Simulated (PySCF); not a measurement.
## Vibration and rotation of TlN⁺

UHF-CCSD(T) constants of TlN⁺, ⁴Σ⁻ (quartet), unpaired electrons σ ↑, π ↑↑ (Tl def2-SVPD with ECP60, N def2-SVPD; scalar-relativistic core potentials (PySCF 2.14); masses 204.9744 and 14.0031 u):

- ωe: 91.3 cm⁻¹
- ωexe: 2.63 cm⁻¹
- Be: 0.12795 cm⁻¹
- αe: 0.00377 cm⁻¹
- D (centrifugal): 1.01e-06 cm⁻¹

(1) Give the vibrational terms G(v) and spacings up to v = 4.

Correlated steps freeze 5 core orbitals. Spin–orbit coupling is left out, which matters for elements this heavy, above all for dissociation energies. The state was picked by a PBE0 search and need not be the measured ground state.

## Answers

(1) G(v) = ωe(v+½) − ωexe(v+½)².

| v | G(v) (cm⁻¹) | G(v) − G(v−1) | Bv (cm⁻¹) |
| --- | --- | --- | --- |
| 0 | 45 |  | 0.1261 |
| 1 | 131 | 86 | 0.1223 |
| 2 | 212 | 81 | 0.1185 |
| 3 | 287 | 76 | 0.1148 |
| 4 | 358 | 70 | 0.1110 |
